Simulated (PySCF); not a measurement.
Structure with atom numbers: `[CH3:1][O:2][c:3]1[cH:4][cH:5][cH:6][o:7]1`. Each H is labelled by its parent atom.

[PySCF 2.14: PBE0/pcSseg-1 with gauge-including orbitals; GFN2-xTB structure; a single conformation; non-relativistic; no solvent; rapidly exchanging positions averaged]

Chemical shifts δ = σref − σ; $^{13}$C (186.93 ppm) vs TMS, all at this level.

Do the $^{13}$C shifts follow the atomic charges (in e)? Tabulate both.

Answers


```
atoms  hybridisation  δ (ppm)  σ para (ppm)  Hirshfeld    IAO  Mulliken  ESP-fitted
   C3            sp2    168.1          -235      +0.13  +0.35     +0.45       +0.64
   C6            sp2    135.1          -198      -0.02  -0.03     +0.15       -0.35
   C5            sp2    119.4          -189      -0.09  -0.21     -0.17       -0.02
   C4            sp2     88.2          -153      -0.12  -0.28     -0.15       -0.61
   C1            sp3     56.1          -114      -0.04  -0.21     -0.03       -0.07
```

Correlation coefficients of δ with charge over these carbons: Hirshfeld +0.67, IAO +0.82, Mulliken +0.73, ESP-fitted +0.58; with the paramagnetic shielding -1.00. Among the 4 sp2 carbons alone: Hirshfeld +0.96, IAO +0.95, Mulliken +0.91, ESP-fitted +0.88. With so few points, grouped by hybridisation, these coefficients are fragile. Charge is one influence among several: hybridisation and low-lying excitations act through the paramagnetic term.

Shifts are as computed. Against solution values, carbons near 30 ppm lie about +3 ppm off and those near 130 ppm about +5 ppm. Of 1211 compounds with measured shifts, 218 miss one by over three times the rms of a fit or turn the order of signals round; such compounds aren't used in these exercises.
